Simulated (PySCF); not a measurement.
# Ca: ionisation energy

Ca [Ar] 4s2 → Ca+ [Ar] 4s1 [4s1/2^1, M_J = 1/2], as a difference of total energies. Calculation: PySCF 2.14, in x2c-TZVPall-2c with one added diffuse shell each of s, p, d type (7s8p4d, 51 functions); the two-component X2C-1e Hamiltonian. Correlated levels: [Ne] frozen; the 6 highest virtual spinors dropped. "Screened" scales the spin-orbit matrix elements by Boettger's factors to mimic the two-electron term; Breit and QED terms are absent.

| method | ionisation energy (eV) |
| --- | --- |
| GHF (screened spin-orbit) | 5.139 |
| GMP2 (screened spin-orbit) | 5.887 |

How much does correlation contribute at GMP2 (screened spin-orbit)?

5.887 − (5.139) = 0.748 eV, measured against GHF (screened spin-orbit).

Errors of the correlated levels include the incompleteness of this basis and the frozen core.

MP2 underrates the near-degeneracy of ns² with np² in the lower species.

For comparison: 6.113 eV (measured; NIST Atomic Spectra Database, ionization energies).
